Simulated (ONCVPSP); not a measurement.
**Reading a pseudo-wave (boron (B))**

Columns: radius, all-electron u(r) and pseudo u(r) of the 2s shell (level -9.92 eV) of boron in the configuration [He] 2s1 2p2; PBE, scalar-relativistic, ONCV scheme, ONCVPSP 4.0.1.

| r (bohr) | all-electron | pseudo |
| --- | --- | --- |
| 0.098 | -0.2683 | 0.0478 |
| 0.195 | -0.3038 | 0.0969 |
| 0.292 | -0.2276 | 0.1488 |
| 0.390 | -0.1011 | 0.2041 |
| 0.488 | 0.0406 | 0.2619 |
| 0.585 | 0.1778 | 0.3220 |
| 0.682 | 0.3026 | 0.3845 |
| 0.780 | 0.4121 | 0.4485 |
| 0.878 | 0.5042 | 0.5103 |
| 0.975 | 0.5785 | 0.5670 |
| 1.072 | 0.6369 | 0.6180 |
| 1.170 | 0.6808 | 0.6632 |
| 1.268 | 0.7112 | 0.7006 |
| 1.365 | 0.7296 | 0.7262 |
| 1.463 | 0.7381 | 0.7379 |
| 1.560 | 0.7381 | 0.7380 |
| 1.658 | 0.7311 | 0.7311 |
| 1.755 | 0.7185 | 0.7185 |
| 1.852 | 0.7015 | 0.7015 |
| 1.950 | 0.6807 | 0.6807 |
| 2.047 | 0.6575 | 0.6575 |
| 2.145 | 0.6320 | 0.6320 |
| 2.242 | 0.6056 | 0.6056 |
| 2.340 | 0.5780 | 0.5780 |
| 2.438 | 0.5501 | 0.5501 |
| 2.535 | 0.5224 | 0.5224 |

(1) How many radial nodes do the two functions have?

(2) At about which radius was the pseudo-wave matched?

(3) Where does each function peak?

(4) Is the pseudo-wave norm-conserving?

Results:

(1) The all-electron 2s function has n − l − 1 = 1; the pseudo-wave has 0, since the states of the same l below it are removed with the core.

(2) 1.50 bohr, where the columns begin to agree (steps of 0.10 bohr).

(3) Outermost all-electron maximum near 1.46 bohr, pseudo maximum near 1.56 bohr (to the table’s step).

(4) Yes: the ONCV scheme keeps the norm inside the radius equal to the all-electron one, which fixes the energy derivative of the logarithmic derivative at the level.
